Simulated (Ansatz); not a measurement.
A nudged elastic band was laid between two geometries of CH6FPSi (10 atoms, charge 0, multiplicity 1).

Method: Ansatz 0.2.0, RKS B3LYP/cc-pVDZ.

```json
{"movable images": "7", "climbing image": "yes", "spring": "5.0 eV/Å²", "optimiser": "quadratic models (default)", "start path": "through a guess of the saddle point", "force threshold": "0.05 eV/Å", "iteration limit": "60", "end points": "relaxed"}
```

Initial state:

```xyz
10
Properties=species:S:1:pos:R:3
C 0.042 1.361 0.094
Si -0.328 -0.389 0.666
F 0.485 -0.630 2.093
P 0.320 -2.067 -0.739
H -0.513 1.588 -0.832
H -0.262 2.088 0.866
H 1.117 1.494 -0.106
H -1.785 -0.566 0.954
H -0.491 -1.550 -1.808
H 1.498 -1.379 -1.186
```

Final state:

```xyz
10
Properties=species:S:1:pos:R:3
C 0.052 1.527 0.176
Si -0.406 -0.277 0.417
F 0.425 -0.848 1.737
P 0.062 -1.505 -1.443
H -0.546 1.968 -0.639
H -0.148 2.098 1.098
H 1.118 1.641 -0.075
H -1.859 -0.438 0.731
H -0.097 -2.758 -0.766
H 1.481 -1.459 -1.233
```

Q: What changes between the two ends?

A: No bond is made or broken. The height of P4 over the plane of its neighbours goes from 0.88 to -0.87 Å.

Q: What energy profile does the band end with?

A: It converged. The highest image is number 3 of 0 to 8, 0.95 eV above the first end and 0.98 eV above the last; the last end lies 0.03 eV below the first. A vibrational analysis at the climbing image gives one clearly imaginary mode, 671i cm⁻¹: a first-order saddle point.

| image | path coordinate (Å) | energy (eV) | height of P4 over the plane of its neighbours (Å) |
| --- | --- | --- | --- |
| 0 | 0.00 | 0.00 | 0.88 |
| 1 | 0.74 | 0.02 | 0.87 |
| 2 | 1.49 | 0.08 | 0.78 |
| 3 | 2.23 | 0.95 | 0.05 |
| 4 | 2.51 | 0.69 | -0.27 |
| 5 | 2.79 | 0.28 | -0.56 |
| 6 | 3.07 | 0.07 | -0.73 |
| 7 | 3.35 | -0.01 | -0.82 |
| 8 | 3.63 | -0.03 | -0.87 |

Q: What is the geometry of the highest image?

A: 
```xyz
10
Properties=species:S:1:pos:R:3
C 0.110 1.507 0.209
Si -0.414 -0.251 0.595
F 0.182 -0.590 2.107
P 0.322 -1.631 -0.940
H -0.378 1.871 -0.708
H -0.161 2.167 1.049
H 1.202 1.563 0.072
H -1.881 -0.496 0.684
H -0.366 -2.786 -1.343
H 1.468 -1.407 -1.722
```

Q: What are the harmonic wavenumbers there?

A: 671i, 121, 147, 218, 242, 257, 461, 498, 654, 735, 783, 821, 862, 893, 1037, 1270, 1425, 1430, 2227, 2525, 2567, 3038, 3121, 3135 cm⁻¹.

Time of the run: 5.3 min on 1 CPU thread of a shared host.
